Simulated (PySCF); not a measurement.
This PySCF input asks for the NMR shieldings of SMILES CO[C@@H]1CCCP1, C5H11OP; the geometry comes from GFN2-xTB.

```python
import basis_set_exchange as bse
import numpy as np
from pyscf import gto, dft
from pyscf.prop import nmr

atoms = """
C     2.591352   -0.081088   -0.524606
O     1.322529    0.494116   -0.698854
C     0.504725    0.493906    0.451938
C    -0.249415   -0.824118    0.674412
C    -1.509147   -0.768019   -0.181754
C    -2.154227    0.580781    0.116962
P    -0.775841    1.840039    0.110576
H     2.528499   -1.148359   -0.282620
H     3.148189    0.428015    0.271865
H     3.116466    0.041646   -1.470265
H     1.112038    0.748186    1.335149
H     0.380583   -1.674562    0.411436
H    -0.520197   -0.903109    1.729240
H    -2.185260   -1.594703    0.041409
H    -1.227977   -0.820202   -1.235576
H    -2.612331    0.574756    1.110477
H    -2.922744    0.859276   -0.604885
H    -0.556001    1.759757   -1.266562
"""
names = dict.fromkeys(["C", "O", "P", "H"], "pcSseg-1")
basis = {el: gto.basis.parse(bse.get_basis(n, elements=[el], fmt="nwchem")) for el, n in names.items()}
mol = gto.M(atom=atoms, basis=basis, charge=0, verbose=0)
mf = dft.RKS(mol, xc="PBE0")
mf.grids.level = 2
mf.grids.alignment = dft.numint.BLKSIZE   # the property module wants whole blocks of grid points
mf.conv_tol = 1e-9
mf.kernel()

calc = nmr.RKS(mf)   # GIAO
C = mf.mo_coeff
Co = C[:, mf.mo_occ > 0]
resp = mf.gen_response(singlet=True, hermi=2)
def vind(x):   # induced exchange potential for any number of trial vectors
    d = np.einsum("pi,xij,qj->xpq", C, 2 * x.reshape(-1, C.shape[1], Co.shape[1]), Co, optimize=True)
    return np.einsum("xpq,pi,qj->xij", resp(d - d.transpose(0, 2, 1)), C, Co, optimize=True).ravel()
mo1, _ = nmr.rhf.solve_mo1(calc, with_cphf=vind)
sigma = calc.kernel(mo1)
for i, s in enumerate(sigma):   # ppm
    print("%2d %-2s %9.2f" % (i, mol.atom_pure_symbol(i), np.trace(s) / 3))
```

Q: What are the results?

A: 
```
 0 C     126.53
 1 O     291.49
 2 C      99.85
 3 C     151.66
 4 C     154.24
 5 C     160.51
 6 P     379.69
 7 H      28.25
 8 H      28.64
 9 H      27.95
10 H      27.70
11 H      29.37
12 H      30.93
13 H      29.68
14 H      30.07
15 H      30.67
16 H      29.88
17 H      28.69
```

These numbers come from an equivalent density-fitted implementation of the same equations, which agrees with the script to about 0.01 ppm for H and up to a few tenths of a ppm for heavy atoms, so last digits may differ.

Size and cost of the density-fitted run: 181 basis functions, 27 s wall time on 1 thread of an Arm Neoverse V2, shared host; peak memory 0.82 GiB.
